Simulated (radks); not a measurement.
Q: Species: Er0.25+. Configuration: [Xe] 4f(up 6, down 6) 6s(up 1, down 0.75) (fractional occupations, a model configuration). All-electron calculation, scalar-relativistic Kohn-Sham, PBE, spin-polarised, spherical densities, point nucleus. Program: a radial shooting solver on a logarithmic mesh with Libxc functionals. Some entries of the table are withheld. Estimate them.

orbital,occ.,eigenvalue (eV),<r> (bohr)
1s up,1,-57378.63,0.02037
1s down,1,-57378.63,0.02037
2s up,1,-9640.550,0.08646
2s down,1,-9640.549,0.08646
2p up,3,-8526.056,0.07672
2p down,3,-8526.055,0.07672
3s down,1,-2161.244,0.2253
3s up,1,-2161.244,0.2253
3p down,3,-1822.288,0.2245
3p up,3,-1822.288,0.2245
3d down,5,-1398.342,0.2038
3d up,5,-1398.342,0.2038
4s down,1,-427.5240,0.5081
4s up,1,-427.5225,0.5081
4p down,3,-316.0767,0.5390
4p up,3,-316.0756,0.5391
4d down,5,-166.8694,0.5838
4d up,5,-166.8692,0.5838
5s up,1,-53.4055,1.253
5s down,1,-53.3931,1.253
5p up,3,-27.9329,1.497
5p down,3,-27.9084,1.496
6s up,1,-5.1490,3.902
6s down,0.75,-4.9846,3.908
4f up,6,(1),0.8321
4f down,6,(2),0.8307

A: 
(1) 4f up eigenvalue (eV): -4.6627
(2) 4f down eigenvalue (eV): -4.6559
